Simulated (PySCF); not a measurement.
In(I)(Me)2 (C₂H₆IIn), SMILES [CH3][In]([I])[CH3].

The structure is a stationary point at PBE-D3(BJ)/def2-SVP. The structure was generated by enumeration; whether it is a known compound was not checked. The def2 effective core potentials stand for the cores of I, In; spin–orbit coupling is left out.

These are IEF-PCM-PBE0/def2-SVP run with PySCF 2.14.0 values and carry that method's errors.

The values are the electrostatic part of the solvation free energy, E(continuum) − E(gas) at the gas-phase geometry, in a cavity of scaled van der Waals radii (PySCF's table); cavitation and dispersion terms are not included. A continuum can't describe solvent molecules that bind to the metal. In vacuum the orbital gap is 5.43 eV. The dipole moment in vacuum is 3.73 D.

Computed values in water (ε = 78.36), benzene (ε = 2.27), 2-propanol (ε = 19.26):
| solvent | ε | ΔG(elec) (kcal/mol) | dipole (D) | gap (eV) |
|---|---|---|---|---|
| water | 78.36 | -6.2 | 5.26 | 6.18 |
| benzene | 2.27 | -2.7 | 4.40 | 5.77 |
| 2-propanol | 19.26 | -5.7 | 5.16 | 6.13 |
